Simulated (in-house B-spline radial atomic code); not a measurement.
Results of a calculation; reference values are marked as such.
# Building a PAW s channel for Cr, r_c = 2.92 bohr

Cr, [Ar] 3d5 4s1, non-relativistic PBE, spherical and spin-unpolarised, from an all-electron radial atomic-structure program (B-spline basis) (atomic units; all potentials screened as in the neutral atom).

Two all-electron partial waves φ1, φ2 are integrated outwards at E1 = ε(4s) = -0.143799 and E2 = E1 + 2 hartree; φ1 is the bound orbital and φ2 has unit norm inside r_c = 2.9201 bohr. Smooth partners are polynomials, r^1(a0 + a1 r² + a2 r⁴ + a3 r⁶), matched to φ and three derivatives at r_c, with no condition on the norm. The local potential is -2.02911 + (0.546153) r² + (-0.0632505) r⁴ + (0.00268524) r⁶ inside 2.4801 bohr and the all-electron one outside.

| wave | φ(r_c) | φ'(r_c) | a0 | a1 | a2 | a3 |
| --- | --- | --- | --- | --- | --- | --- |
| 1 | 0.5769499 | -0.02859151 | 0.2753263 | 0.0005519705 | -0.00178199 | 7.598955e-05 |
| 2 | 0.9881234 | 0.3744618 | -2.624484 | 0.8527602 | -0.07801252 | 0.002199466 |

Inside r_c the overlaps are <φi φj> = [[0.39104, -0.06107], [-0.06107, 1.00000]] and, for the smooth waves, [[0.47606, -0.58665], [-0.58665, 4.23386]]. With χj = (Ej − T − V_local) applied to smooth wave j, the program's quadrature gives the matrix B_ij = <smooth i, χj> as [[0.19446, -1.85714], [-0.80598, 9.09111]].

Question: Check the match of the first wave, and find the augmentation charges q_ij.

Answer: At r_c the four terms are 0.80398, 0.01374, -0.37835, 0.13757, which sum to 0.5769, φ1(r_c) to rounding. q_ij is the all-electron overlap less the smooth one: [[-0.08502, 0.52558], [0.52558, -3.23386]]. The smooth first wave has a norm of 0.4761 inside r_c against 0.3910, so q11 is negative and must stay small enough for the overlap operator to be positive.

Question: B isn't symmetric. Show that D_ij = B_ij + Ej q_ij is.

Answer: Integrating by parts gives B12 − B21 = (E1 − E2) q12: -1.85714 − (-0.80598) = -1.05116, and −2 × (0.52558) = -1.05116. So D12 = -1.85714 + (1.856201)(0.52558) = -0.88156 and D21 = -0.80598 + (-0.143799)(0.52558) = -0.88156; D11 = 0.20668, D22 = 3.08842. The projectors, p = (B⁻¹)ᵀ χ, are dual to the smooth waves; det B = 0.27.

Solving (T + V_local + Σ p D p) ψ = E (1 + Σ p q p) ψ in a sphere of 9 bohr, whose wall lifts the free-atom level a little, gives these levels:

```tsv
all-electron	one projector	two projectors
-0.142264	-0.142264	-0.142264
0.113536	0.110921	0.113393
0.473384	0.432604	0.472503
0.988572	0.719931	0.986885
1.650910	1.133810	1.650560
```

Question: What does the second projector gain?

Answer: With one projector the errors are 0.00, -2.61, -40.78 millihartree, and the level at 0.7199 is out of step with the all-electron series: an extra state, or one far too low, so the pairing ends there; skipping it, the next levels are off by +145.2 millihartree. With two the errors are 0.00, -0.14, -0.88, -1.69, -0.35 millihartree. The scattering is exact at E1 and at E2 = 1.856, and over all levels compared the largest error is 1.7 millihartree. The lowest eigenvalue of the overlap operator is 0.6143 with one and 0.0975 with two projectors, close enough to zero to make that set ill-conditioned. The smooth orbital alone needs a cutoff of 1.48 hartree for 1 millihartree of kinetic energy, against 2.98 for a norm-conserving Troullier-Martins orbital of the same radius; part of the gain comes from giving up the norm, part from the simpler form.
